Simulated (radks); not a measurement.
All-electron atom: Hg0.1+ in [Xe] 4f14 5d(3/2: 4, 5/2: 5.9) 6s2 (fractional occupations, a model configuration).

All-electron calculation, Dirac Kohn-Sham, LDA (Slater exchange, Perdew-Wang correlation), spin-unpolarised, spherical densities, finite nucleus; Fermi nuclear charge, rms radius 5.4648 fm. Program: a radial shooting solver on a logarithmic mesh with Libxc functionals.

Energy parts (eV):
part                       energy
total                  -534609.84
kinetic                 616129.93
electron-nucleus      -1348499.07
Hartree                 207629.85
exchange-correlation     -9870.56

Orbitals (lengths in bohr, moments of r in powers of bohr):
| orbital | occ. | eigenvalue (eV) | <r^4> |
|---|---|---|---|
| 1s1/2 | 2 | -82931.31 | 4.007e-07 |
| 2s1/2 | 2 | -14689.77 | 0.00005803 |
| 2p1/2 | 2 | -14103.46 | 0.00003434 |
| 2p3/2 | 4 | -12157.97 | 0.00005389 |
| 3s1/2 | 2 | -3486.162 | 0.002107 |
| 3p1/2 | 2 | -3220.250 | 0.001830 |
| 3p3/2 | 4 | -2789.430 | 0.002551 |
| 3d3/2 | 4 | -2345.595 | 0.001684 |
| 3d5/2 | 6 | -2253.195 | 0.001861 |
| 4s1/2 | 2 | -766.6298 | 0.04701 |
| 4p1/2 | 2 | -652.4354 | 0.04991 |
| 4p3/2 | 4 | -548.1541 | 0.06894 |
| 4d3/2 | 4 | -360.6319 | 0.08144 |
| 4d5/2 | 6 | -341.1857 | 0.08977 |
| 5s1/2 | 2 | -119.3350 | 1.208 |
| 4f5/2 | 6 | -99.5720 | 0.1553 |
| 4f7/2 | 8 | -95.3748 | 0.1645 |
| 5p1/2 | 2 | -81.4445 | 1.704 |
| 5p3/2 | 4 | -62.9540 | 2.539 |
| 5d3/2 | 4 | -12.3034 | 12.20 |
| 5d5/2 | 5.9 | -10.4406 | 15.25 |
| 6s1/2 | 2 | -7.9832 | 106.5 |

The highest occupied level is 6s1/2 at -7.983 eV. The electron density at the nucleus is 2.314e+06 e/bohr^3. Summed over all electrons, <r^2> = 60.22 bohr^2, which gives a Langevin (diamagnetic) susceptibility term of -47.7 x 10^-6 cm^3/mol. The density falls to 0.001 e/bohr^3 at r = 4.27 bohr.
